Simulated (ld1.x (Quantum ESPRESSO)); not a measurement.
**Be: excitation energies, all-electron against RRKJ**

beryllium, norm-conserving RRKJ (Kleinman–Bylander form), made with ld1.x (Quantum ESPRESSO) 7.5 (LDA (PZ), scalar-relativistic). Core [He], reference 2s2 2p0. Waves: 2p (bound, empty): rc 3.65 bohr; 2s (bound): rc 2.25 bohr. Local part: the s channel. Core correction: a·sin(br)/r model core inside 1.05 bohr.

Energies are relative to the spin-unpolarised reference configuration 2s2 2p0; without spin polarisation the order of configurations can differ from experiment. Spin-polarised rows fill each open shell by Hund’s rule, majority spin first. The frozen-core shift is the all-electron ΔE with the core orbitals held at their reference shape minus the fully relaxed ΔE.

| valence configuration | charge | ΔE all-electron (eV) | error AE − PS (meV) | frozen-core shift (meV) |
| --- | --- | --- | --- | --- |
| 2s1 2p0 | +1 | 9.520 | +5.9 | +2.2 |
| 2s0 2p1 | +1 | 13.334 | -145 | +4.4 |
| 2s0 2p2 | 0 | 7.071 | -62 | +2.3 |
| 2s1 2p0 (spin-polarised) | +1 | 9.044 | +3.7 | +3.1 |
| 2s1.5 2p0 (spin-polarised) | +0.5 | 3.671 | +1.3 | +0.4 |

Question: What are ΔE and the potential's error for 2s1 2p1?

Answer: ΔE = 3.519 eV all-electron; the error (AE − PS) is -15 meV.

Question: What are ΔE and the potential's error for 2s1.5 2p0?

Answer: ΔE = 3.752 eV all-electron; the error (AE − PS) is +1.3 meV.

Levels in the configuration 2s1 2p1:

```tsv
level	all-electron (eV)	pseudo (eV)
2s	-6.141	-6.193
2p	-2.604	-2.625
```
